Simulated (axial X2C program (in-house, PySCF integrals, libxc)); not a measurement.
# Which molecule has these constants?

Calculated with an in-house relativistic program for diatomic molecules, spin-free (one-electron X2C) or two-component (2c: spin–orbit coupling with atomic mean-field Coulomb and Gaunt terms, which also bring small scalar terms), in Dyall basis sets with cores contracted in-house; open shells are unrestricted.

A two-component PBE0 calculation in a Dyall 3-zeta basis gave Re = 1.866 Å, ωe = 753.9 cm⁻¹, De = 4.25 eV, Ω = 1.

Question: Which molecule is it?
A. InO⁻
B. YO⁻
C. SrO⁻
D. IO⁻
E. SbO⁻

Answer: E. The others have InO⁻ 1.911 Å and 698.3 cm⁻¹ (Ω = 0); SrO⁻ 1.952 Å and 630.4 cm⁻¹ (Ω = 1/2); IO⁻ 1.921 Å and 622.4 cm⁻¹ (Ω = 0); YO⁻ 1.810 Å and 827.4 cm⁻¹ (Ω = 0).

Each entry is the lowest single determinant of a limited PBE0 search at one distance. De goes to single-determinant-based atoms at the same level (for ions the charge split of lowest energy) and is withheld (n/a) where an atom does not fit its ground term or J level. Main or longest-lived isotopes. One determinant is a doubtful description, or other states lie close, for SbO⁻; these need not be ground states, and all values refer to the states named. Some open-shell Ω = 0 determinants are out of reach, so the Ω given for SbO⁻ need not be the lowest component. With several unpaired electrons the Ω given is that of one determinant, not necessarily of the lowest component. Some light 2c atoms are not at their ground J level, so De misses part of their lowering (0.04 eV or less). The functionals have no current term, which raises determinants with orbital currents.
